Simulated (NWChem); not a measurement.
## Correlation energy of Ga

```
Ga
```
Charge 0, spin multiplicity 2.

The numbers come from NWChem runs, not from measurements.

Basis set: def2-SVP. Each correlation energy counts from its own Hartree-Fock reference.

The Hamiltonian is non-relativistic. The correlated methods keep 9 core orbitals frozen. The stability of the SCF solutions was not checked. Open-shell Hartree-Fock references start from PBE0 orbitals. No row is a measurement; the coupled-cluster row has its own basis-set and correlation limits.

### Question
One of these methods gave a correlation energy of -173.3 mHa. Which?
A. UMP2
B. CCSD[T] on UHF
C. SCS-UMP2
D. CCSD on ROHF

### Answer
A, UMP2. The others give -160.4 (SCS-UMP2), -181.2 (CCSD[T] on UHF), -176.8 (CCSD on ROHF).
